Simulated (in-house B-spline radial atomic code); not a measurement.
A fraction x of an electron is removed from 3p in K+, starting from [Ne] 3s2 3p6 and keeping the highest spin. Computed with a radial B-spline atomic code at the basis-set limit: non-relativistic TPSSh, spin-polarised, spherical fractional occupations, point nucleus.

Caution: exact exchange at fractional occupations of open shells leaves self-interaction of up to several eV.

```json
{"x": "0", "E(x) - E(0) (eV)": "0.0000", "3p down level (eV)": "-25.876"}
{"x": "0.06", "E(x) - E(0) (eV)": "1.5752", "3p down level (eV)": "-26.632"}
{"x": "0.22", "E(x) - E(0) (eV)": "5.9990", "3p down level (eV)": "-28.669"}
{"x": "0.33", "E(x) - E(0) (eV)": "9.2304", "3p down level (eV)": "-30.085"}
{"x": "0.47", "E(x) - E(0) (eV)": "13.5695", "3p down level (eV)": "-31.906"}
{"x": "0.5", "E(x) - E(0) (eV)": "14.5326", "3p down level (eV)": "-32.298"}
{"x": "0.53", "E(x) - E(0) (eV)": "15.5074", "3p down level (eV)": "-32.692"}
{"x": "0.68", "E(x) - E(0) (eV)": "20.5594", "3p down level (eV)": "-34.672"}
{"x": "0.8", "E(x) - E(0) (eV)": "24.8159", "3p down level (eV)": "-36.272"}
{"x": "0.9", "E(x) - E(0) (eV)": "28.5102", "3p down level (eV)": "-37.614"}
{"x": "1", "E(x) - E(0) (eV)": "32.3391", "3p down level (eV)": "-38.966"}
```

The exact functional would give a straight line between the two integer points. Deviations E(x) - E(0) - x[E(1) - E(0)], in eV: -0.365 at x = 0.06, -1.116 at x = 0.22, -1.442 at x = 0.33, -1.63 at x = 0.47, -1.637 at x = 0.5, -1.632 at x = 0.53, -1.431 at x = 0.68, -1.055 at x = 0.8, -0.595 at x = 0.9.

The curve lies below the straight line by up to 1.637 eV (at x = 0.5): convex, the delocalisation error, to which spherically averaged exact exchange adds.

**Question.** How well does Slater's transition state (minus the level at half occupation) give the ionisation energy?

**Answer.** It gives 32.298 eV against 32.339 eV from the two total energies; NIST lists 31.62 eV, ground level to ground level. The end point has an open shell averaged over its orbitals, so its exact exchange keeps a self-interaction and this is no true integer point.
